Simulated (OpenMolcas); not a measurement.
# Lines of S: computed and rescaled rates

```yaml
Program: OpenMolcas 26.06
Method: CASSCF
Basis: ANO-RCC-VTZP [5s4p2d1f]
Scalar_Hamiltonian: DKH2, point nucleus
Active_space: 4 electrons in 3 orbitals (3p)
State_averaging: 2S+1 = 3 even, 3 roots; 2S+1 = 1 even, 6 roots
Spin-orbit_coupling: state interaction with AMFI integrals over the reference wave functions, term energies averaged over their components
```

Rates come from the transition moments of the reference wave functions (E1 and E2 in the length form). At fixed line strength A goes as λ^-3 for E1 and M1 and as λ^-5 for E2, so a rate at the computed wavelength can be rescaled to the measured one. Measured vacuum wavelengths follow from level energies in NIST Handbook of Basic Atomic Spectroscopic Data. Branching counts decays inside the model space alone, at computed energies, and the table is only a selection of the E2 and M1 lines, drawn from those between levels with measured partners whose computed energy lies within a factor of 1.5 of the measured one.

| Upper | Lower | Type | λ computed (nm) | λ measured (nm) | A computed (s-1) | A rescaled (s-1) | Branching % |
| --- | --- | --- | --- | --- | --- | --- | --- |
| 3s2 3p4 1S0 | 3s2 3p4 1D2 | E2 | 582.3 | 772.7 | 7.31e+00 | 1.78e+00 | 94.5 |
| 3s2 3p4 1S0 | 3s2 3p4 3P1 | M1 | 350.3 | 459.1 | 4.08e-01 |  | 5.3 |
| 3s2 3p4 1D2 | 3s2 3p4 3P2 | M1 | 851.6 | 1082 | 3.11e-02 |  | 75.9 |
| 3s2 3p4 1D2 | 3s2 3p4 3P1 | M1 | 879.1 | 1131 | 9.42e-03 |  | 23.0 |
| 3s2 3p4 3P1 | 3s2 3p4 3P2 | M1 | 27220 | 25250 | 1.12e-03 | 1.40e-03 | 100.0 |
| 3s2 3p4 1D2 | 3s2 3p4 3P2 | E2 | 851.6 | 1082 | 3.99e-04 |  | 1.0 |
| 3s2 3p4 3P0 | 3s2 3p4 3P1 | M1 | 58240 | 56310 | 2.74e-04 | 3.03e-04 | 100.0 |

Spin-changing lines and M1 lines between different terms are not rescaled, since their strength hangs on the term gaps too.

The largest correction is for 3s2 3p4 1S0 → 3s2 3p4 1D2 (E2): 7.31e+00 × (582.3 / 772.7)^5 = 1.78e+00 s-1, a factor of 0.24.

The computed rate and branching of 3s2 3p4 3P1 → 3s2 3p4 3P2 give the upper level a radiative lifetime of 1.000 / 1.12e-03 s-1 = 8.93e+02 s, counting decays inside the model space alone. The rescaled rate gives about 7.1e+02 s.

No measured rate stands beside these. Rescaling mends the energy factor alone: line strengths can still be far off where a level mixes with configurations outside the active space, and weak or spin-changing lines hang on small mixing coefficients that depend on the term gaps too, so rescaling need not improve them.

Without dynamic correlation excited terms often stand tens of per cent too high (terms of higher spin than the ground term too low), and those without a measured partner can miss by more than the paired ones. With the s shell closed, the reference lacks s² → p² mixing. Measured partners are found by configuration, term and J. A level has none where our copy of the source lacks it or the pairing is in doubt (some pairs that miss far off the trend of their configuration count as doubtful). Only configurations of the active space appear.
